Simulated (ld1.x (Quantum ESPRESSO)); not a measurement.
**Before and after: PAW potential for chlorine (Cl)**

| Quantity | Value |
| --- | --- |
| Element | chlorine |
| Generator | ld1.x (Quantum ESPRESSO) 7.5 |
| Type | PAW |
| Functional | LDA (PZ) |
| Relativity | scalar-relativistic |
| Frozen core | [Ne] |
| Valence charge | 7 |
| Reference configuration | 3s2 3p5 |
| Partial waves | 3s (bound): rcut 1.05, rcutus 1.20 bohr; 3s channel at -0.6 Ry: rcut 1.05, rcutus 1.20 bohr; 3p (bound): rcut 1.00, rcutus 1.35 bohr; 3p channel at 3.3 Ry: rcut 1.00, rcutus 1.35 bohr; 3d channel at 0.45 Ry: rcut 1.15, rcutus 1.25 bohr |
| Local potential | all-electron potential smoothed inside 1.30 bohr (lloc = -1) |
| Core correction | Bessel-smoothed model core inside 0.85 bohr |
| Augmentation charge | PSQ, inside the norm-conserving radii |

Change: waves 3s (bound): rcut 1.05, rcutus 1.82 bohr; 3s channel at -0.6 Ry: rcut 1.05, rcutus 1.82 bohr.

Cutoffs: the cutoffs (Ry, on a coarse ladder) from which the occupation-weighted sum of valence levels, in a spherical-Bessel basis at the reference potential, stays within 10 and 1 mRy of its value at 400 Ry; they do not see the model core or the augmentation charge, which bear on the density cutoff. Errors are all-electron minus pseudo energies relative to the spin-unpolarised reference configuration.

Question: How do hardness, ghosts and transferability respond?

Answer: The potential gets softer (30 Ry and 50 Ry → 25 Ry and 45 Ry); of the 9 tests that both files solve, the error grows in 0 and shrinks in 4 by more than 15 % and 0.3 meV (median size 1.8 → 1.6 meV); neither file shows a bound ghost. A larger radius leaves more room for a smooth pseudo-wave, so fewer plane waves are needed. That the errors move this way runs against the usual rule that smaller radii transfer better.

```tsv
quantity	base	changed
cutoff, loose	30 Ry	25 Ry
cutoff, tight	50 Ry	45 Ry
loose cutoff by channel (10 mRy a level)	s 21 Ry, p 15 Ry	s 8 Ry, p 15 Ry
bound ghosts	none	none
error for 3s2 3p4, meV [ΔE 13.97 eV]	-1.8	-1.6
error for 3s2 3p3, meV [ΔE 39.50 eV]	-8.8	-6.3
error for 3s2 3p2, meV [ΔE 77.89 eV]	-32	-19
error for 3s2 3p1, meV [ΔE 130.27 eV]	-95	-48
error for 3s2 3p5.3, meV [ΔE -2.17 eV]	+0.2	+0.2
error for 3s2 3p4.5, meV [ΔE 5.63 eV]	-0.6	-0.6
error for 3s1 3p6, meV [ΔE 12.05 eV]	-0.5	-0.2
error for 3s2 3p5 (spin-polarised), meV [ΔE -0.19 eV]	-0.1	0.0
error for 3s2 3p4 (spin-polarised), meV [ΔE 13.09 eV]	-2.7	-1.6
lowest overlap eigenvalue by channel	s 0.48, p 0.73, d 1.00	s 0.37, p 0.73, d 1.00
```
